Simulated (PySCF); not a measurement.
Isomers of C6H13BO2, mass 128.101 u with the commonest isotopes. The calculation used PySCF, PBE0-D3(BJ)/def2-SVP geometry optimisation, gas phase. One conformer each, none proved a minimum here; rigid rotors.

Task: Order these by out-of-plane moment Σ m c² = (Ia + Ib − Ic)/2, largest first.
A. `[CH2:1]=[C:2]([CH2:3][CH3:4])[B:5]([O:6][CH3:7])[O:8][CH3:9]` with C1–C2–C3–C4 121°, C1–C2–B5–O6 142°, C2–B5–O6–C7 180°, C2–B5–O8–C9 -5°
B. `[CH2:1]=[CH:2][C:3]([CH3:4])([CH3:5])[O:6][BH:7][O:8][CH3:9]` with C1–C2–C3–C4 -133°, C2–C3–O6–B7 -70°, C3–O6–B7–O8 176°, O6–B7–O8–C9 178°
C. `CC(C)(C)[C@H]1COBO1`
D. `[CH3:1][CH2:2][CH2:3][C@@H:4]1[CH2:5][CH2:6][O:7][BH:8][O:9]1` with C1–C2–C3–C4 -178°, C2–C3–C4–C5 -178°, C3–C4–C5–C6 -173°, C4–C5–C6–O7 53°, C5–C6–O7–B8 -27°, C6–O7–B8–O9 -1°

Result: C (63.85 u·Å²), A (63.50 u·Å²), B (62.58 u·Å²), D (17.13 u·Å²).

Task: Order these by rotational constant C, smallest first.
A. `CC(C)(C)[C@H]1COBO1`
B. `[CH3:1][CH2:2][CH2:3][C@@H:4]1[CH2:5][CH2:6][O:7][BH:8][O:9]1` with C1–C2–C3–C4 -178°, C2–C3–C4–C5 -178°, C3–C4–C5–C6 -173°, C4–C5–C6–O7 53°, C5–C6–O7–B8 -27°, C6–O7–B8–O9 -1°
C. `[CH2:1]=[CH:2][C:3]([CH3:4])([CH3:5])[O:6][BH:7][O:8][CH3:9]` with C1–C2–C3–C4 -133°, C2–C3–O6–B7 -70°, C3–O6–B7–O8 176°, O6–B7–O8–C9 178°
D. `[CH2:1]=[C:2]([CH2:3][CH3:4])[B:5]([O:6][CH3:7])[O:8][CH3:9]` with C1–C2–C3–C4 121°, C1–C2–B5–O6 142°, C2–B5–O6–C7 180°, C2–B5–O8–C9 -5°

Result: B (726.5 MHz), C (820.2 MHz), D (917.6 MHz), A (1142 MHz).

Task: Order these by rotational constant A, smallest first.
A. `[CH2:1]=[CH:2][C:3]([CH3:4])([CH3:5])[O:6][BH:7][O:8][CH3:9]` with C1–C2–C3–C4 -133°, C2–C3–O6–B7 -70°, C3–O6–B7–O8 176°, O6–B7–O8–C9 178°
B. `[CH3:1][CH2:2][CH2:3][C@@H:4]1[CH2:5][CH2:6][O:7][BH:8][O:9]1` with C1–C2–C3–C4 -178°, C2–C3–C4–C5 -178°, C3–C4–C5–C6 -173°, C4–C5–C6–O7 53°, C5–C6–O7–B8 -27°, C6–O7–B8–O9 -1°
C. `[CH3:1][CH2:2]/[CH:3]=[CH:4]\[B:5]([O:6][CH3:7])[O:8][CH3:9]` with C1–C2–C3–C4 107°, C3–C4–B5–O6 -17°, C4–B5–O6–C7 180°, C4–B5–O8–C9 -2°
D. `[CH2:1]=[C:2]([CH2:3][CH3:4])[B:5]([O:6][CH3:7])[O:8][CH3:9]` with C1–C2–C3–C4 121°, C1–C2–B5–O6 142°, C2–B5–O6–C7 180°, C2–B5–O8–C9 -5°
E. `CC(C)(C)[C@H]1COBO1`

Result: D (1726 MHz), C (2345 MHz), A (2597 MHz), E (2841 MHz), B (4321 MHz).

```csv
SMILES,point group,Ia (u·Å²),Ib (u·Å²),Ic (u·Å²),κ,μa (D),μb (D),μc (D)
C=CC(C)(C)OBOC,C1,194.57,546.73,616.14,-0.88,0.22,0.13,1.50
C=C(CC)B(OC)OC,C1,292.73,385.02,550.75,-0.02,0.72,0.85,0.66
CCC[C@@H]1CCOBO1,C1,116.95,612.97,695.66,-0.95,0.85,2.80,0.53
CC/C=C\B(OC)OC,C1,215.51,522.73,703.85,-0.69,0.82,0.52,0.13
CC(C)(C)[C@H]1COBO1,C1,177.91,392.23,442.45,-0.83,1.90,1.32,0.57
```
